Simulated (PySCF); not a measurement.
Bonds: Si1-O2, Si1-O4, Si1-O6, Si1-S8, O2-C3, O4-C5, O6-C7, S8-Si9. C3 carries H10, H11, H12; C5 carries H13, H14, H15; C7 carries H16, H17, H18; Si9 carries H19, H20, H21.

Geometry: PBE0-D3(BJ)/def2-SVP; GIAO absolute shieldings from PySCF 2.14.0 with density-fitted response routines, gas phase, non-relativistic, averaged over equivalent atoms.

At PBE0/pcSseg-1 (234 basis functions):
```json
{"atoms": "Si1", "σ (ppm)": "399.7"}
{"atoms": "Si9", "σ (ppm)": "404.1"}
{"atoms": "O2/O4/O6", "σ (ppm)": "290.8"}
{"atoms": "C3/C5/C7", "σ (ppm)": "132.2"}
{"atoms": "S8", "σ (ppm)": "824.7"}
{"atoms": "H19/H20/H21", "σ (ppm)": "26.72"}
{"atoms": "H10/H11/H12/H13/H14/H15/H16/H17/H18", "σ (ppm)": "27.67"}
```

**Question.** What do these become at KT2/pcSseg-1?

**Answer.** 
| atoms | σ at KT2/pcSseg-1 | change |
| --- | --- | --- |
| Si1 | 408.5 | +8.8 |
| Si9 | 415.3 | +11.2 |
| O2/O4/O6 | 275.2 | -15.6 |
| C3/C5/C7 | 129.6 | -2.6 |
| S8 | 812.5 | -12.2 |
| H19/H20/H21 | 26.54 | -0.18 |
| H10/H11/H12/H13/H14/H15/H16/H17/H18 | 27.47 | -0.20 |

The largest change is at O2/O4/O6 (oxygen bonded to C, Si). Cost: 234 basis functions.
